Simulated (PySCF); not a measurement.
CH₅AlO₂. Atoms are numbered in the order given.

```xyz
9

Al     0.0472    -0.0049     0.0000
C     -1.8884    -0.0011     0.0000
H     -2.2674     1.0355     0.0000
H     -2.2971    -0.4970    -0.8947
H     -2.2971    -0.4970     0.8947
O      0.8719    -0.0003    -1.4933
H      1.8137     0.0163    -1.6664
O      0.8719    -0.0003     1.4933
H      1.8137     0.0163     1.6664
```
Charge 0, spin multiplicity 1.

Geometry: ωB97X-D3(BJ)/def2-SVP. The isomer is the one that the SMILES or the coordinates give; other isomers of the formula were not compared. Other conformers were not sampled.

Method: HF/def2-TZVP (PySCF).

Symmetry labels are those of the subgroup Cs that the program uses (full group Cs).

Computed valence orbital energies around the gap with their symmetry:
```json
[
 {"orbital": "HOMO−7", "symmetry": "A\"", "energy (eV)": "-18.18"},
 {"orbital": "HOMO−6", "symmetry": "A'", "energy (eV)": "-14.66"},
 {"orbital": "HOMO−5", "symmetry": "A'", "energy (eV)": "-14.59"},
 {"orbital": "HOMO−4", "symmetry": "A\"", "energy (eV)": "-14.55"},
 {"orbital": "HOMO−3", "symmetry": "A'", "energy (eV)": "-13.62"},
 {"orbital": "HOMO−2", "symmetry": "A\"", "energy (eV)": "-13.33"},
 {"orbital": "HOMO−1", "symmetry": "A\"", "energy (eV)": "-13.18"},
 {"orbital": "HOMO", "symmetry": "A'", "energy (eV)": "-11.77"},
 {"orbital": "LUMO", "symmetry": "A'", "energy (eV)": "2.55"},
 {"orbital": "LUMO+1", "symmetry": "A'", "energy (eV)": "3.12"},
 {"orbital": "LUMO+2", "symmetry": "A'", "energy (eV)": "3.62"},
 {"orbital": "LUMO+3", "symmetry": "A\"", "energy (eV)": "4.37"}
]
```
